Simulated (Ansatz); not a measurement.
The cluster CuCl₂. Total charge 0; doublet. Geometry PBE0-D4/def2-TZVP, basis def2-TZVP, Ansatz.

```xyz
3

Cu    0.000    0.000    0.000
Cl    0.856   -1.869    0.130
Cl   -0.856    1.868   -0.130
```

```json
{"run": "A", "HOMO (eV)": "-8.51", "LUMO (eV)": "-6.45"}
{"run": "B", "HOMO (eV)": "-7.44", "LUMO (eV)": "-7.10"}
{"run": "C", "HOMO (eV)": "-6.94", "LUMO (eV)": "-6.92"}
{"run": "D", "HOMO (eV)": "-7.07", "LUMO (eV)": "-7.07"}
{"run": "E", "HOMO (eV)": "-9.12", "LUMO (eV)": "-6.04"}
{"run": "F", "HOMO (eV)": "-8.85", "LUMO (eV)": "-6.18"}
```

B3LYP takes the VWN-RPA correlation. HOMO above LUMO, or a gap near zero within one spin, warns that the state may not be the lowest or that an electron is smeared out. The structure comes from a short search, and lower isomers may exist.

HOMO and LUMO are taken over both spins.

**Question.** The runs used B3LYP, BLYP, PBE, PBE0, r2SCAN, r2SCAN0. Estimate which is which.

**Answer.** A B3LYP (20 % exact exchange); B r2SCAN (0 % exact exchange); C BLYP (0 % exact exchange); D PBE (0 % exact exchange); E r2SCAN0 (25 % exact exchange); F PBE0 (25 % exact exchange). Exact exchange lowers occupied and raises empty levels; among semilocal functionals meta-GGAs tend to open the gap a little, and such runs are hard to tell apart. The gap grows from 0.00 eV (PBE) to 3.08 eV (r2SCAN0). At BLYP-D4/def2-TZVP, PBE-D4/def2-TZVP the gap within one spin of the charge 0 doublet nearly closes, so an electron or hole may be smeared out by delocalisation error.
